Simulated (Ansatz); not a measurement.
Calculated with Ansatz (gas phase, PBE0-D4/def2-TZVP geometries, no zero-point term in ΔE). CCSD(T)/CBS is the MP2 limit (def2-TZVPP, def2-QZVPP) plus CCSD(T) − MP2 in def2-TZVPP, frozen cores. DFT in def2-TZVPP. B3LYP here is the variant with VWN-RPA as its local correlation; programs differ in this. Each species was taken in one conformer, which may not be the lowest.

Consider the ligand exchange at the Si–N bond: `CN([SiH2]O)[SiH2]Cl` + `N=C(N)S` → `N=C(S)N[SiH2]O` + `CN[SiH2]Cl`.

`CN([SiH2]O)[SiH2]Cl`:

Cartesian coordinates in Å:
```
C -0.630 -1.604 -0.322
N -0.025 -0.273 -0.269
Si -1.094 1.092 -0.229
O -0.325 2.360 0.472
Si 1.646 -0.095 0.031
Cl 2.053 0.211 2.047
H -1.264 -1.799 0.550
H 0.143 -2.375 -0.353
H -1.243 -1.725 -1.220
H -1.467 1.568 -1.582
H -2.315 0.658 0.506
H -0.007 2.250 1.371
H 2.330 -1.354 -0.340
H 2.197 1.087 -0.661
```

`N=C(N)S`:

Z-matrix (Å, degrees):
```
C
N 1 1.371
S 1 1.786 2 114.7
N 1 1.265 2 121.8 3 179.8
H 2 1.006 1 116.8 3 35.4
H 2 1.009 1 112.9 3 171.8
H 3 1.343 1 96.8 2 28.6
H 4 1.014 1 112.3 2 -172.1
```

`N=C(S)N[SiH2]O`:

Z-matrix (Å, degrees):
```
Si
N 1 1.738
O 1 1.637 2 114.2
H 1 1.483 2 107.6 3 -122.7
H 1 1.475 2 105.4 3 116.2
C 2 1.381 1 125.2 3 74.1
H 2 1.009 1 118.5 3 -93.7
H 3 0.958 1 119.0 2 -68.2
S 6 1.773 2 112.3 1 -164.5
N 6 1.268 2 128.0 1 14.9
H 9 1.340 6 93.8 2 -175.3
H 10 1.018 6 112.1 2 4.1
```

`CN[SiH2]Cl`:

Cartesian coordinates in Å:
```
C -0.841 0.714 0.880
N 0.414 0.508 0.185
Si 0.773 -0.881 -0.723
Cl -0.321 -1.083 -2.474
H -1.605 1.193 0.257
H -0.693 1.324 1.775
H -1.239 -0.250 1.206
H 0.883 1.364 -0.065
H 2.195 -0.813 -1.122
H 0.435 -2.077 0.080
```

| level | ΔE (kJ/mol) | difference from CCSD(T)/CBS |
| --- | --- | --- |
| r2SCAN-D4 | 8.6 | 1.3 |
| PBE0-D4 | 7.7 | 0.4 |
| B3LYP-D4 | 7.6 | 0.3 |
| B2PLYP | 3.8 | -3.5 |
| r2SCAN | 7.7 | 0.4 |
| PBE0 | 4.2 | -3.1 |
| B3LYP | 1.0 | -6.3 |
| HF/def2-TZVPP | -1.0 | -8.3 |
| MP2/def2-TZVPP | 8.0 | 0.7 |
| CCSD/def2-TZVPP | 6.0 | -1.3 |
| CCSD(T)/def2-TZVPP | 7.4 | 0.1 |
| HF/def2-QZVPP | -1.2 | -8.5 |
| MP2/def2-QZVPP | 7.9 | 0.6 |
| HF/CBS(def2) | -1.2 | -8.5 |
| MP2/CBS(def2) | 7.9 | 0.6 |
| CCSD/CBS(def2) | 5.9 | -1.4 |
| CCSD(T)/CBS | 7.3 | 0 |

Largest T1 diagnostic among the species: 0.014.

In def2-TZVPP, CCSD(T) changes the Hartree–Fock value by +8.4 kJ/mol (the triples alone add +1.4 kJ/mol) and MP2 by +9.0 kJ/mol. The D4 term adds +6.6 kJ/mol with B3LYP and +3.5 kJ/mol with PBE0; it sums over pairs of atoms, weighted by their polarisabilities, and B3LYP, whose exchange is more repulsive, gets the larger term.
